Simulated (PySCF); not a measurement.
Stepwise substitution at one centre (Si Cl-C2H5). Isolated molecules, 0 K electronic values unless said otherwise. One relaxed conformer stands for each flexible species; it need not be the lowest. Strings in code marks are SMILES.

All values below come from PBE-D3(BJ)/def2-TZVP // B3LYP-D3(BJ)/def2-SVP (PySCF). All candidates: neutral, multiplicity 1. Excitations are Tamm–Dancoff values on a coarser integration grid. The basis has no diffuse functions, so Rydberg states are missing or too high.

```yaml
T1 excitation (TDA): 6.45 eV
LUMO: -1.06 eV
S1 excitation (TDA): 6.81 eV
```

Problem. Identify which member has these values.
(A) `CC[Si](Cl)(CC)CC`
(B) `CC[Si](Cl)(Cl)CC` (C–C–Si–Cl torsion -179°, Cl–Si–C–C torsion 63°)
(C) `CC[Si](Cl)(Cl)Cl`

Solution. C, `CC[Si](Cl)(Cl)Cl`. The others give `CC[Si](Cl)(CC)CC`: 6.51 eV, 0.00 eV, 6.65 eV; `CC[Si](Cl)(Cl)CC` (C–C–Si–Cl torsion -179°, Cl–Si–C–C torsion 63°): 6.48 eV, -0.26 eV, 6.77 eV
